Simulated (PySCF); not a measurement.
## Telling isomers of C$_{6}$H$_{9}$FO apart by NMR

[PySCF 2.14.0 with density-fitted response routines: geometry: GFN2-xTB; σ from GIAO-PBE0/pcSseg-1; in vacuum; non-relativistic Hamiltonian; fast rotation and ring inversion assumed for equivalent nuclei; one computed conformer]

Chemical shifts δ = σref − σ; ¹H (σref 31.72), ¹³C (σref 186.93) vs TMS, all at this level. Splittings of carbon signals by F and P are missing where no couplings were computed. Where no couplings were computed, multiplicities follow the n + 1 count of equivalent neighbours, and m marks all less simple cases (inequivalent or close neighbours, rings, F or P nearby). Shifts are as computed. Against solution values, carbons near 30 ppm lie about +3 ppm off and those near 130 ppm about +5 ppm. Of 1211 compounds with measured shifts, 218 miss one by over three times the rms of a fit or turn the order of signals round; such compounds aren't used in these exercises. OH and NH positions are gas-phase values without hydrogen bonding to other molecules.

(1) Tabulate the signals of `CC1=C[C@H](F)COC1`, `O[C@@H]1[C@H]2CCC[C@@]12F` and their relative energies.

(2) What is the quickest way to tell CC1=C[C@H](F)COC1 from O[C@@H]1[C@H]2CCC[C@@]12F?

Answers

(1) 
```tsv
SMILES	carbon types	δC	δH	E rel. (kcal/mol)
CC1=C[C@H](F)COC1	1×C 2×CH 2×CH2 1×CH3	145.4, 130.1, 86.7, 72.6, 70.9, 21.6	6.10 (m, 1H), 5.29 (m, 1H), 4.33 (m, 1H), 4.10 (m, 1H), 4.08 (m, 1H), 3.43 (m, 1H), 1.73 (s, 3H)	0.0
O[C@@H]1[C@H]2CCC[C@@]12F	1×C 2×CH 3×CH2	91.7, 59.3, 34.1, 31.4, 29.4, 24.6	3.13 (m, 1H), 2.40 (m, 1H), 2.14 (m, 1H), 2.10 (m, 1H), 1.72 (m, 1H), 1.69 (m, 1H), 1.12 (m, 1H), 1.01 (m, 1H), 0.96 (br s, 1H)	4.6
```

Energies are electronic energies at PBE0/pcSseg-1 on these geometries, without zero-point or thermal terms, each for the one conformer computed, which needn't be the lowest.

(2) Both give the same number of carbon signals, but DEPT or the intensities differ. The first has an alkene CH at 130.1 ppm, the second a three-membered-ring carbon (CH) at 31.4 ppm. Their most deshielded carbons lie at 145.4 and 91.7 ppm. In the proton spectra the most deshielded non-exchanging signals are 6.10 (m, 1H) and 3.13 (m, 1H).
